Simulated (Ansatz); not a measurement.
Geometry optimisation, Ansatz, RKS revPBE-D4/def2-SVP.

input.yaml

```yaml
crystal:
  periodic: [false, false, false]
  atoms:
    - { symbol: Ga, position_ang: [-0.2244, -0.8047, 0.958] }
    - { symbol: "N", position_ang: [0.1917, 0.8424, -0.5211] }
    - { symbol: O, position_ang: [-0.2472, -1.6264, -0.5178] }
    - { symbol: H, position_ang: [-0.0005, -0.432, -0.9128] }
    - { symbol: H, position_ang: [-0.3284, -0.7359, 2.4963] }
    - { symbol: H, position_ang: [1.1115, 1.2378, -0.6827] }
    - { symbol: H, position_ang: [-0.5026, 1.5186, -0.8201] }
basis:
  gaussian: { orbitals: def2-SVP }
hamiltonian:
  xc: revpbe
  dispersion: d4
relax:
  f_tol: 0.15
  max_steps: 25
  restrain:
    - { distance: [3, 1], at: 2.32, k: 30.0 }
    - { distance: [0, 1], at: 1.93, k: 30.0 }
    - { distance: [3, 2], at: 0.97, k: 30.0 }
```

Run as:

```bash
$ ansatz run input.yaml --threads 2 --pin off --max-ram 3072MiB --backend cpu --events-out ev --progress --plain --runs-dir out
```

Task: Where does it end, and by what steps?

Result: It converged. The restraints hold the end off the free minimum. After 12 steps the energy has fallen by 1.423 eV (the restraints' own energy left out); H7 moved furthest, 1.27 Å. Joined: O3–H4.

| step | energy less start (eV) | largest force component (eV/Å) | accepted |
| --- | --- | --- | --- |
| 0 | 0.0000 | 1.989 | yes |
| 1 | -0.1830 | 2.628 | yes |
| 2 | -0.5499 | 2.467 | yes |
| 3 | -1.0456 | 0.552 | yes |
| 4 | -1.0964 | 0.835 | yes |
| 5 | -1.1274 | 1.030 | yes |
| 6 | -1.1901 | 0.737 | yes |
| 7 | -1.2521 | 0.618 | yes |
| 8 | -1.3238 | 0.752 | yes |
| 9 | -1.3877 | 0.801 | yes |
| 10 | -1.4140 | 0.821 | yes |
| 11 | -1.4172 | 0.807 | yes |
| 12 | -1.4230 | 0.791 | yes |

```xyz
7
Properties=species:S:1:pos:R:3
Ga -0.019 -0.516 0.793
N 0.156 1.041 -0.282
O -0.610 -1.643 -0.504
H -0.705 -0.941 -1.178
H 0.093 -0.734 2.329
H 0.569 1.912 0.070
H 0.516 0.881 -1.228
```

Whether the end is a true minimum wasn't checked by a vibrational analysis.

The run took 8.8 s on 2 threads of Intel(R) Xeon(R) Platinum 8488C (Sapphire Rapids), with other jobs on the host, peak memory 0.13 GiB.
